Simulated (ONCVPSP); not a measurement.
**Scattering properties, ONCV potential for hafnium (Hf)**

hafnium (Hf), optimised norm-conserving Vanderbilt (ONCV), made with ONCVPSP 4.0.1 (PBEsol, scalar-relativistic). Core [Kr] 4d10 4f14, reference 5s2 5p6 5d2 6s2. Waves: 5s+6s: rc 1.55 bohr, ncon 4, nbas 9, qcut 6.5 1/bohr, 2 projectors; 5p: rc 1.70 bohr, ncon 4, nbas 7, qcut 6.4 1/bohr, 2 projectors, debl 3 Ha; 5d: rc 2.75 bohr, ncon 3, nbas 7, qcut 6.7 1/bohr, 2 projectors, debl 0.5 Ha. Local part: polynomial inside 1.35 bohr (lpopt 5, dvloc0 4 Ha). Core correction: none.

The phase is arctan(r·R′/R) of the radial function R(r), unwrapped; energies in Ha, scanned from -4 to 5 Ha. A pole is an energy at which the radial function vanishes at the test radius. The pseudo phase is shifted by a multiple of π to meet the all-electron one at the reference energy, and phase errors are pseudo minus all-electron; the curves can meet again beyond the range given. Levels narrower than the energy grid can be missing from the lists of poles.

| channel | radius (bohr) | reference energy (Ha) | poles, all-electron | poles, pseudo | unbroken range about the reference energy with phases within 0.05 rad | phase error 1 Ha above the reference energy (rad) |
| --- | --- | --- | --- | --- | --- | --- |
| s | 1.57 | -0.19 | -1.44 | -1.44, 2.78 | below 1.6 | -0.003 |
| p | 1.73 | -1.31 | -0.30 | -0.30 | the whole range | -0.000 |
| d | 2.79 | -0.10 | 0.22, 3.06 | 0.22, 3.06 | below 4.5 | +0.000 |

Note: no bound ghost flagged; GHOST(+) flagged for s at 68.3 eV.

Phases in the d channel:

```tsv
E (Ha)	all-electron	pseudo
-3.98	1.424	1.424
-3.50	1.412	1.412
-3.02	1.397	1.397
-2.54	1.378	1.378
-2.06	1.351	1.351
-1.58	1.308	1.308
-1.10	1.226	1.226
-0.62	0.976	0.976
-0.14	-0.958	-0.958
0.34	-1.650	-1.650
0.82	-1.997	-1.997
1.30	-3.530	-3.529
1.78	-4.412	-4.411
2.26	-4.589	-4.589
2.74	-4.672	-4.672
3.22	-4.732	-4.732
3.70	-4.792	-4.795
4.18	-4.886	-4.896
4.66	-5.168	-5.267
```
